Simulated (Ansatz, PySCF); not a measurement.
Noncovalent pair: HF (SMILES F) (first 2 atoms) with C2H3N (SMILES CC#N); geometry from B3LYP-D3(BJ)/def2-TZVP, rigid monomers moved along the line of their centres of mass till H2···N5 is 3.19 Å.
(charge 0, multiplicity 1):
```xyz
8

F      0.483    -0.317    -0.349
H      0.360    -0.185     0.576
C     -0.394     0.627     6.255
C     -0.205     0.423     4.830
N     -0.055     0.262     3.705
H     -1.407     0.340     6.540
H      0.317     0.019     6.815
H     -0.239     1.676     6.504
```

Monomers are frozen at their geometry in the pair; levels with a basis set take the counterpoise correction. Rows marked so take none.

Frozen-core correlation. Rows in 6-31G*, STO-3G carry no dispersion term and start afresh at each structure (6-31G* with six Cartesian d functions).

Codes used: Ansatz (a first-principles code) with Gaussian orbitals; PySCF for 6-31G* rows, STO-3G rows. Values without a source in brackets are computed.

### Question
Predict the interaction energy from HF/STO-3G (no counterpoise).

### Answer
-1.6 kcal/mol
